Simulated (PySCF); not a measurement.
C2H7OSi, SMILES C[SiH]([O])C, multiplicity 2. The structure is a stationary point at B3LYP-D3(BJ)/def2-SVP. The isomer is the one that the SMILES or the coordinates give; other isomers of the formula were not compared.

Level of theory: B3LYP-D3(BJ)/def2-SVP (PySCF).

Harmonic wavenumbers (cm⁻¹): 139, 156, 183, 201, 260, 614, 624, 659, 691, 705, 814, 849, 882, 930, 1240, 1261, 1416, 1427, 1430, 1442, 2199, 3028, 3033, 3118, 3128, 3131, 3150. Rotational constants (GHz): 6.488, 5.291, 3.471; symmetry number 1.

**Question.** Work out the zero-point energy and the ideal-gas rigid-rotor harmonic-oscillator thermochemistry at 298.15 K and 1 atm.

**Answer.** ZPE = ½ Σ hcν = ½ × 36707 cm⁻¹ = 52.48 kcal/mol. H − E(el) = 57.28 kcal/mol. Entropy in cal/(mol K): translation 38.87, rotation 25.40, vibration 14.09, spin 1.38, total 79.74. G − E(el) = 33.50 kcal/mol. Cp = 24.69 cal/(mol K). Modes under 150 cm⁻¹ make the vibrational entropy uncertain.
